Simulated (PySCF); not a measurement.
Vertical excitations of a molecule C2H6ClFSi from TDA-PBE/def2-SVPD run with PySCF 2.14.0, as energy in eV (oscillator strength): 7.05 (0.001), 7.21 (0.015), 7.54 (0.025), 7.76 (0.020), 7.91 (0.020), 7.97 (0.029), 8.10 (0.011), 8.16 (0.006), 8.27 (0.026), 8.37 (0.001). Lowest triplet (TDA): 6.82 eV. The structure is a stationary point at PBE0-D3(BJ)/def2-SVP. The values are those of a single conformer.

Problem. Pick the molecule that these values belong to.
A) C[Si](C)(F)Cl
B) CC[SiH](F)Cl
C) F[C@@H](Cl)C[SiH3]
D) C[Si@H](Cl)CF

Solution. B, CC[SiH](F)Cl
